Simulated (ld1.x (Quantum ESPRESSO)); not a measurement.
Results of a calculation; reference values are marked as such.
## Potentials for Si (Z = 14) compared

Generated with ld1.x 7.5 (TM, RRKJ, ultrasoft, PAW), atompaw 4.2 or ONCVPSP 4.0.1. The cutoff is in Ry: for ld1.x and atompaw files where the sum of valence levels is converged to 10 mRy in a Bessel basis, for ONCV files where the hardest occupied wave has 1 mHa per electron of residual kinetic energy. The error is the largest all-electron minus pseudo excitation energy over each file’s own four to seven test configurations (ionisations up to +4, promotions, holes and added fractions of an electron), all of which were solved. The labels leave out finer settings (local radius, basis sizes, second energies), which also bear on the numbers. Spin-polarised tests are not counted. The rows are a selection from randomly drawn settings: files with unsolved tests, undetermined cutoffs or missed reference levels are left out.

```csv
potential,cutoff (Ry),largest error (meV),bound ghosts
"PAW, revPBE, non-relativistic, rc 1.75/2.50/2.10 (spd), local smoothed, core correction yes, reference 3s1.5 3p2.5",10,-47,none
"PAW, BP86, scalar-relativistic, rc 2.00/2.15 (sp), local smoothed, core correction yes, reference 3s2 3p2",8,-65,none
"TM, PBE, scalar-relativistic, rc 1.80/1.40/1.40 (spd), local p, core correction no, reference 3s2 3p1",40,+63,none
"TM, PBE, non-relativistic, rc 1.80/1.55 (sp), local s, core correction no, reference 3s1.75 3p2.25",30,+15,none
"TM, PBE, scalar-relativistic, rc 1.55/1.90/2.10 (spd), local s, core correction yes, reference 3s1.75 3p2.25",15,+52,none
"RRKJ, PBEsol, non-relativistic, rc 1.60/1.60 (sp), local s, core correction yes, reference 3s2 3p2",18,+35,none
```

Question: Fill in the row for Si: TM, PBEsol, non-relativistic, rc 1.65/2.15/1.60 (spd), local d, core correction no, reference 3s1.5 3p2.5.

Answer: cutoff 15 Ry, largest error +141 meV, bound ghosts: none.

Question: Fill in the row for Si: TM, LDA (PZ), scalar-relativistic, rc 1.95/1.85 (sp), local s, core correction yes, reference 3s2 3p2.

Answer: cutoff 15 Ry, largest error +63 meV, bound ghosts: none.

Question: Fill in the row for Si: TM, PBEsol, non-relativistic, rc 1.85/2.35/2.45 (spd), local s, core correction no, reference 3s2 3p2.

Answer: cutoff 15 Ry, largest error +79 meV, bound ghosts: none.
